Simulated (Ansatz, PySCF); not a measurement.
Species: B2O3, charge 0, multiplicity 1. 
Coordinates optimised at B3LYP-D3(BJ)/def2-TZVP (Ansatz, a quantum-chemistry and plane-wave program):
SMILES: O=BOB=O
```xyz
5

O     -2.3578    -0.3880    -0.4469
B     -1.2349     0.0007    -0.2404
O     -0.0192     0.4735    -0.0184
B      1.2301     0.1191     0.2357
O      2.3800    -0.1604     0.4682
```

Wanted: vertical ionisation energy (to the doublet state of charge +1; each state is the SCF solution reached for its spin; the UHF <S^2> is 0.98 for the doublet (pure: 0.75); for the doublet the Hartree-Fock reference is unstable and T1 is 0.039), in eV. Valence correlation only, unless marked. UHF or UKS for open shells. No spin-orbit coupling. No relativistic terms. CBS marks a two-point X^-3 extrapolation of the correlation energy; Hartree-Fock from the larger set. The program attaches cautions to a run behind CCSD/aug-cc-pVDZ: other roots.

```csv
level,program,vertical ionisation energy (eV)
HF/aug-cc-pVTZ,Ansatz,11.70
HF/aug-cc-pVQZ,Ansatz,11.68
B3LYP/def2-TZVPD,Ansatz,12.45
CAM-B3LYP/def2-TZVPD,Ansatz,12.88
wB97M-V/def2-TZVPD,Ansatz,12.95
B2PLYP/def2-TZVPD,Ansatz,12.79
RI-MP2/aug-cc-pVQZ,Ansatz,13.77
"RI-MP2/CBS(aug-cc-pVTZ,aug-cc-pVQZ)",Ansatz,13.83
CCSD/aug-cc-pVDZ,Ansatz,13.02
```

For comparison, minus the highest occupied orbital energy (PySCF): 11.81 eV at M06-2X/def2-TZVPD, 8.65 eV at PBE/def2-TZVPD, 9.32 eV at TPSSh/def2-TZVPD.
